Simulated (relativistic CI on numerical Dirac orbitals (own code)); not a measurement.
# Zr3+: L2,3 absorption edge

Computed with this model: Dirac-Coulomb-Breit CI, KLI orbitals optimised for each configuration, QED by a radiative potential, valence Slater integrals scaled by 0.8, multiplet model of core-to-valence dipole absorption; configurations [Kr] 4d → [He] 2s2 2p5 3s2 3p6 3d10 4s2 4p6 4d2; 300 K; Lorentzian 2.4 eV and Gaussian 0.5 eV FWHM. Energies are those of the free ion, without screening or charge transfer. The branching ratio is the share of the lower-energy edge in the whole absorption, uncertain by about 0.02 where the edges overlap. S is read from ⟨S²⟩ = S(S + 1).

Field parameters in Wybourne normalisation: Td as Oh with Dq negative (B⁴₀ = 21Dq, B⁴₄ = √(5/14) B⁴₀). The field is a parameter set, without covalency.

Computed curve for Td, 10Dq = -9350 cm⁻¹, scaled to 100 at the maximum (points under 2 are left out and the grid is thinned):

(Energy (eV), Intensity): (2218.00, 2.1), (2218.75, 2.4), (2219.75, 3.1), (2220.50, 3.9), (2221.25, 4.9), (2222.25, 7.0), (2223.00, 9.6), (2223.75, 14.1), (2224.75, 26.1), (2225.50, 41.2), (2226.25, 62.4), (2227.25, 95.1), (2228.00, 96.8), (2228.75, 69.8), (2229.75, 34.0), (2230.50, 20.8), (2231.25, 13.9), (2232.25, 8.6), (2233.00, 6.4), (2233.75, 4.9), (2234.75, 3.6), (2235.50, 2.9), (2236.25, 2.5), (2305.00, 2.0), (2305.75, 2.6), (2306.50, 3.4), (2307.50, 5.3), (2308.25, 8.0), (2309.00, 13.1), (2310.00, 24.8), (2310.75, 35.2), (2311.50, 42.8), (2312.50, 38.1), (2313.25, 26.2), (2314.00, 15.4), (2315.00, 8.2), (2315.75, 5.6), (2316.50, 4.0), (2317.50, 2.7), (2318.25, 2.1)

The ground state has S = 0.50, and the centroid lies at 2254.13 eV.
